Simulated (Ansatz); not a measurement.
```yaml
crystal:
  periodic: [false, false, false]
  atoms:
    - {symbol: F, position_ang: [-0.642768, 0.310534, 1.191761]}
    - {symbol: B, position_ang: [-0.016326, 0.006013, 0.041866]}
    - {symbol: O, position_ang: [0.051597, -1.279966, -0.356349]}
    - {symbol: Si, position_ang: [-0.501820, -2.695843, 0.296919]}
    - {symbol: O, position_ang: [0.533839, 0.991421, -0.695161]}
    - {symbol: Si, position_ang: [0.628366, 2.631557, -0.498661]}
    - {symbol: H, position_ang: [-0.089955, -3.775799, -0.627559]}
    - {symbol: H, position_ang: [-1.980529, -2.659203, 0.413722]}
    - {symbol: H, position_ang: [0.101972, -2.910118, 1.635243]}
    - {symbol: H, position_ang: [1.353273, 2.953682, 0.755268]}
    - {symbol: H, position_ang: [1.372728, 3.153657, -1.666545]}
    - {symbol: H, position_ang: [-0.733476, 3.219064, -0.456305]}
basis:
  gaussian: {orbitals: "6-31G*"}
total_charge: -1
magnetization: {spin_polarized: true, initial_magnetization: 2}
hamiltonian: {xc: {name: RPBE}, dispersion: d3bj}
accuracy: high
```

```sh
$ ansatz run in.yaml --threads 4 --pin off --events-out ev --progress --plain --max-ram 11315MiB
```

(1) How does Ansatz answer? (Estimate.)

Answers

(1) The calculation gave: The input was rejected before any iteration.
```
Error: a molecule whose nuclei and cores have a total charge of 64 cannot have a net charge of -1 together with 2 unpaired electrons
```
